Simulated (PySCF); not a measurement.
# Polarisability and C₆ of Mn²⁺ (manganese, charge +2)

[Ar] 3d4 4s1, high-spin 6D determinant (an excited configuration). All numbers are calculated (PySCF 2.14, the spin-free X2C one-electron Hamiltonian (Gaussian nucleus), in ANO-RCC-VTZP (6s5p3d2f1g, 59 functions)). Coupled (time-dependent) response in atomic units; α is the mean over directions. The basis has no added diffuse functions, which lowers α and C₆.

```json
{"method": "UHF", "mean α (bohr³)": "22.64", "α xx, yy, zz": "23.00, 23.00, 21.92", "C₆ (like pair)": "94.18", "S(−4)": "483.6"}
{"method": "PBE", "mean α (bohr³)": "17.27", "α xx, yy, zz": "17.53, 17.53, 16.75", "C₆ (like pair)": "67.58", "S(−4)": "261.9"}
{"method": "PBE0", "mean α (bohr³)": "18.46", "α xx, yy, zz": "18.76, 18.76, 17.86", "C₆ (like pair)": "73.11", "S(−4)": "305.9"}
{"method": "PBEsol", "mean α (bohr³)": "17.51", "α xx, yy, zz": "17.80, 17.80, 16.95", "C₆ (like pair)": "68.80", "S(−4)": "270.1"}
```

S(−4) is the Cauchy moment in α(ω) = α(0) + S(−4) ω² + …

α(iu) at PBE:

| u (hartree) | α(iu) (bohr³) |
| --- | --- |
| 0 | 17.27 |
| 0.0500 | 16.64 |
| 0.100 | 15.04 |
| 0.200 | 11.07 |
| 0.300 | 8.004 |
| 0.500 | 4.765 |
| 0.750 | 3.105 |
| 1.00 | 2.321 |
| 1.50 | 1.551 |
| 2.00 | 1.142 |
| 3.00 | 0.6969 |
| 5.00 | 0.3324 |

A single London oscillator, α(iu) = α/(1 + u²/ω²), gives C₆ = (3/4) ω α². Matching the computed C₆ needs ω = 4 × 67.58 / (3 × 17.27²) = 0.302 hartree.

For an ion, C₆ is the dispersion term alone; charge-induced terms of lower order in 1/R come first.

The components differ because the open shell of this determinant is not spherical; for a pure term their mean is the scalar polarisability.
